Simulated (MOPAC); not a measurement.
A run for MOPAC: PM6 on BrCl, a point of a bond scan (R = 2.382 Å).

```
PM6 1SCF PRECISE CHARGE=0 THREADS=1
BrCl

Br    -0.00000000 1    -0.00000000 1    -0.70788430 1
Cl     0.00000000 1     0.00000000 1     1.67393818 1
```

Output:

```
*******************************************************************************
 **                                                                           **
 **                              MOPAC v23.2.5                                **
 **                                                                           **
 *******************************************************************************
 ** MOPAC's Digital Object Identifier: https://doi.org/10.5281/zenodo.6511958 **
 **                                                                           **
 ** Please cite the open-source release paper for use of this MOPAC version:  **
 ** J. E. Moussa and J. J. P. Stewart (2026)                                  **
 ** MOPAC: An open-source semiempirical molecular orbital program             **
 ** J. Open Source Softw., 11(119), 8025, https://doi.org/10.21105/joss.08025 **
 *******************************************************************************

                              PM6 CALCULATION RESULTS

 *******************************************************************************
 *  PM6        - The PM6 Hamiltonian to be used
 *
 *
 *
 *                 CHARGE ON SYSTEM = 0
 *
 *
 *
 *  PRECISE    - TIGHTER CRITERIA TO BE USED
 *  1SCF       - DO 1 SCF AND THEN STOP
 *  THREADS=1  - MULTI-THREADING NOT USED
 *  T=         - A TIME OF 172800.0 SECONDS REQUESTED
 *  DUMP=N     - RESTART FILE WRITTEN EVERY 7200.0 SECONDS REQUESTED
 *******************************************************************************
PM6 1SCF PRECISE CHARGE=0 THREADS=1
 BrCl

   ATOM   CHEMICAL          X               Y               Z
  NUMBER   SYMBOL      (ANGSTROMS)     (ANGSTROMS)     (ANGSTROMS)

     1      Br         -0.00000000  *  -0.00000000  *  -0.70788430  *
     2      Cl          0.00000000  *   0.00000000  *   1.67393818  *



          CARTESIAN COORDINATES

    NO.       ATOM           X           Y           Z

     1        Br         -0.0000     -0.0000     -0.7079
     2        Cl          0.0000      0.0000      1.6739

 General Reference for PM6:
 "Optimization of Parameters for Semiempirical Methods V: Modification of NDDO Approximations
 and Application to 70 Elements", J. J. P. Stewart, J. Mol. Mod., 13, 1173-1213 (2007)
 URL: https://link.springer.com/article/10.1007/s00894-007-0233-4

           Empirical Formula: Br Cl  =     2 atoms



      MOLECULAR POINT GROUP   :   C*v


      RHF CALCULATION, NO. OF DOUBLY OCCUPIED LEVELS = 7


 -------------------------------------------------------------------------------
 PM6 1SCF PRECISE CHARGE=0 THREADS=1
 BrCl



     1SCF WAS SPECIFIED, SO BFGS WAS NOT USED
     SCF FIELD WAS ACHIEVED


                              PM6 CALCULATION
                                                       MOPAC v23.2.5 Linux




          FINAL HEAT OF FORMATION =         11.87065 KCAL/MOL =      49.66679 KJ/MOL


          COSMO AREA              =         86.45 SQUARE ANGSTROMS
          COSMO VOLUME            =         69.69 CUBIC ANGSTROMS

          IONIZATION POTENTIAL    =         11.131448 EV
          HOMO LUMO ENERGIES (EV) =        -11.131 -3.414
          NO. OF FILLED LEVELS    =          7
          MOLECULAR WEIGHT        =        115.3570         POINT GROUP:  C*v

          MOLECULAR DIMENSIONS (Angstroms)

            Atom       Atom       Distance
           Cl     2   Br     1     2.38182
           Cl     2   Br     1     0.00000
           Br     1   Cl     2     0.00000


          SCF CALCULATIONS        =          1





   ATOM   CHEMICAL          X               Y               Z
  NUMBER   SYMBOL      (ANGSTROMS)     (ANGSTROMS)     (ANGSTROMS)

     1      Br         -0.00000000  *  -0.00000000  *  -0.70788430  *
     2      Cl          0.00000000  *   0.00000000  *   1.67393818  *

                             CARTESIAN COORDINATES

   1   Br       -0.000000000    -0.000000000    -0.707884300
   2   Cl        0.000000000     0.000000000     1.673938180


           Empirical Formula: Br Cl  =     2 atoms



      MOLECULAR POINT GROUP   :   C*v


                  EIGENVALUES
 -26.34177 -25.69353 -14.61914 -12.74771 -12.74771 -11.13145 -11.13145  -3.41388
  86.24769  86.24769  86.29121  87.24037  87.24037 111.56868 111.82858 111.82858
 111.97929 111.97929


              NET ATOMIC CHARGES AND DIPOLE CONTRIBUTIONS

  ATOM NO.   TYPE          CHARGE      No. of ELECS.   s-Pop       p-Pop       d-Pop
    1         Br           0.037732        6.9623     1.99647     4.96247     0.00333
    2         Cl          -0.037732        7.0377     1.99682     5.03704     0.00387
 DIPOLE           X         Y         Z       TOTAL
 POINT-CHG.     0.000     0.000    -0.432     0.432
 HYBRID         0.000    -0.000    -0.212     0.212
 SUM            0.000    -0.000    -0.643     0.643


          ATOMIC ORBITAL ELECTRON POPULATIONS

     Atom    s        px        py        pz      x^2-y^2     xz        z^2       yz        xy
    1 Br   1.99647   1.99928   1.99928   0.96390   0.00000   0.00084   0.00165   0.00084   0.00000
    2 Cl   1.99682   1.99915   1.99915   1.03873   0.00000   0.00072   0.00243   0.00072   0.00000

 **********************
 *                    *
 * JOB ENDED NORMALLY *
 *                    *
 **********************




 == MOPAC DONE ==
```

The run finished.

Cost: roughly 0.03 core-seconds.
